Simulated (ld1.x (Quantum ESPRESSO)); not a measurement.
# Ir: TM pseudisation with PBEsol, non-relativistic reference atom.

```
Element                 : iridium (Ir)
Generator               : ld1.x (Quantum ESPRESSO) 7.5
Type                    : norm-conserving Troullier–Martins (Kleinman–Bylander form)
Functional              : PBEsol
Relativity              : non-relativistic
Frozen core             : [Xe]
Valence charge          : 23
Reference configuration : 4f14 5d7 6s2 6p0
Partial waves           : 6s (bound): rc 2.60 bohr; 6p (bound, empty): rc 2.82 bohr; 5d (bound): rc 1.88 bohr; 4f (bound): rc 1.16 bohr
Local potential         : all-electron potential smoothed inside 2.10 bohr (lloc = -2)
Core correction         : Bessel-smoothed model core inside 0.95 bohr
```

All-electron outer shells of the reference configuration (PBEsol, non-relativistic, ld1.x):

```json
{"shell": "5s", "level (eV)": "-78.99", "outermost node (bohr)": "0.55", "outermost maximum (bohr)": "0.98"}
{"shell": "4f", "level (eV)": "-74.20", "outermost node (bohr)": "–", "outermost maximum (bohr)": "0.39"}
{"shell": "5p", "level (eV)": "-51.07", "outermost node (bohr)": "0.56", "outermost maximum (bohr)": "1.04"}
{"shell": "5d", "level (eV)": "-8.95", "outermost node (bohr)": "0.59", "outermost maximum (bohr)": "1.28"}
{"shell": "6s", "level (eV)": "-5.12", "outermost node (bohr)": "1.29", "outermost maximum (bohr)": "2.70"}
{"shell": "6p", "level (eV)": "-1.39", "outermost node (bohr)": "1.45", "outermost maximum (bohr)": "3.56"}
```

What the tests gave:

```
Cutoffs needed      : over 300 Ry and over 300 Ry (the cutoffs (Ry, on a coarse ladder) from which the occupation-weighted sum of valence levels, in a spherical-Bessel basis at the reference potential, stays within 10 and 1 mRy of its value at 400 Ry)
Ghost test          : no extra level below or beside the all-electron valence levels (s, p, d, f tested) (spherical-Bessel basis up to 400 Ry, 20 bohr box)
Configuration tests : 1 of 7 tests not solved or not reliable; not counted: 4f13 5d7 6s2 6p0 (solver errors, printed error -16.3 eV)
```

Generation and tests took about 2.1 s on one core of a shared server CPU.
